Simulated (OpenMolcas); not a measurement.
# Ni3+: ligand-field states by method

Ni3+ with its 6 nearest fluoride ions at 1.873 Å, on the Ge site of Cs2GeF6 (a = 9.021 Å, distance in the model lattice 1.804 Å). The rest of the host is ab initio model potentials to 7.6 Å and point charges beyond; the distance is set by hand and nothing relaxes, and no local charge compensation is placed. Ligand basis ANO-RCC-VDZP.
```
Ni    0.0000    0.0000    0.0000
F     1.8730    0.0000    0.0000
F     0.0000    1.8730    0.0000
F    -1.8730    0.0000    0.0000
F     0.0000   -1.8730    0.0000
F     0.0000    0.0000    1.8730
F     0.0000    0.0000   -1.8730
```

```yaml
Program: OpenMolcas 26.06
Basis: ANO-RCC-VTZP [6s5p3d2f1g]
Scalar_Hamiltonian: DKH2, point nucleus
Active_space: 7 electrons in 5 orbitals (3d)
State_averaging: 2S+1 = 4 even, 10 roots; 2S+1 = 2 even, 40 roots
Spin-orbit_coupling: RASSI with atomic mean-field integrals over the reference wave functions
```

I. CASSCF
II. SS-CASPT2, IPEA 0.25 Eh, imaginary shift 0.1 Eh (closed shells correlated: 3s 3p and the ligand valence shells)
III. SS-CASPT2, IPEA 0.25 Eh, imaginary shift 0.1 Eh (closed shells correlated: the ligand valence shells only)

Spin-free states (labels of O, the rotations of Oh) in cm-1, each column counted from its own energy of the first state listed:

```json
{"State": "4T1", "Degeneracy": "3", "I": "0", "II": "0", "III": "0"}
{"State": "4T2", "Degeneracy": "3", "I": "9771", "II": "15100", "III": "14460"}
{"State": "2E", "Degeneracy": "2", "I": "12157", "II": "1240", "III": "2460"}
{"State": "4A2", "Degeneracy": "1", "I": "21192", "II": "31120", "III": "29900"}
{"State": "2T2", "Degeneracy": "3", "I": "21201", "II": "14260", "III": "15280"}
{"State": "2T1", "Degeneracy": "3", "I": "21367", "II": "13520", "III": "15030"}
{"State": "2T1", "Degeneracy": "3", "I": "27431", "II": "15750", "III": "18360"}
{"State": "4T1", "Degeneracy": "3", "I": "27909", "II": "28070", "III": "28130"}
{"State": "2A1", "Degeneracy": "1", "I": "30184", "II": "23840", "III": "25180"}
{"State": "2T2", "Degeneracy": "3", "I": "32315", "II": "25980", "III": "27220"}
{"State": "2T1", "Degeneracy": "3", "I": "34902", "II": "32300", "III": "33380"}
{"State": "2E", "Degeneracy": "2", "I": "37581", "II": "32230", "III": "33510"}
{"State": "2T2", "Degeneracy": "3", "I": "41551", "II": "35520", "III": "36730"}
{"State": "2T1", "Degeneracy": "3", "I": "42880", "II": "40360", "III": "41480"}
{"State": "2E", "Degeneracy": "2", "I": "44377", "II": "46470", "III": "46830"}
{"State": "2T2", "Degeneracy": "3", "I": "51203", "II": "38140", "III": "40630"}
{"State": "2T1", "Degeneracy": "3", "I": "54955", "II": "49030", "III": "50940"}
{"State": "2A2", "Degeneracy": "1", "I": "55340", "II": "45400", "III": "47830"}
{"State": "2E", "Degeneracy": "2", "I": "81156", "II": "68120", "III": "70290"}
{"State": "2T2", "Degeneracy": "3", "I": "81176", "II": "68060", "III": "70040"}
```

From I to II, I's first state of the same spin (4T2) moves from 9771 to 15100 cm-1, by about +5300 cm-1.

From I to II, I's first state of another spin (2E) moves from 12157 to 1240 cm-1, by about -11000 cm-1.

I: A least-squares ligand-field fit to the states below 45000 cm-1, each weighted by its degeneracy and with a free common offset, gives 10Dq = 11730 cm-1, B = 1293 cm-1 and C = 4865 cm-1 (C/B = 3.76), with an rms deviation of 325 cm-1. The same method and metal basis give the free ion B = 1428 cm-1 (fit to its terms below 60000 cm-1, rms deviation 19 cm-1), so the nephelauxetic ratio is β = 1293 / 1428 = 0.91; it hangs on how both fits weigh the states, and computed free-ion B values tend to be too large, so β mixes covalency with correlation.

χT at 300 K: I 3.35, II 3.20, III 3.27 cm3 K/mol.

Roots that are degenerate in the reference are averaged as groups; the widest CASPT2 spread within a group is 570 cm-1 (the 3-fold group of multiplicity 2 near 15800 cm-1 above the lowest state of its run, II). Shifts and gaps below about the spread of the groups concerned are not significant. Over all roots computed the reference weight is 0.66 to 0.73 in II, 0.67 to 0.75 in III; the roots of lowest weight are the least certain, and an intruder state may touch them. An orbital triplet at a regular site is open to Jahn-Teller coupling, which can distort the site and quench the lowest spin-orbit gaps and is left out. This shell can be high or low spin here, a state of another spin lies low, and with metal d orbitals alone active their balance is uncertain, so the ground spin may be wrong. Ligand-to-metal charge-transfer states are missing. With no ligand orbital active B as a rule stays too high, so bands that hang on it stand too high and its fall with covalency is understated. Without dynamic correlation the repulsion within the d shell is too large (B by tens of per cent), so at a given field states of lower spin stand too high (holds for I). With metal d orbitals alone and no dynamic correlation 10Dq can be off by a tenth to a fifth, either way, in oxide and fluoride hosts (holds for I). A single d shell leaves out the double-shell effect, which counts most for late 3d ions, where the CASPT2 field can be off either way by tens of per cent (holds for II; III). These CASPT2 states fit no ligand-field parameters well, so their order and spin gaps are uncertain (holds for II; III). With one d shell and no ligand orbital active, 10Dq can be off by a tenth or more (holds for II; III). No measured value stands beside these numbers; the geometry was set by hand and not optimised.
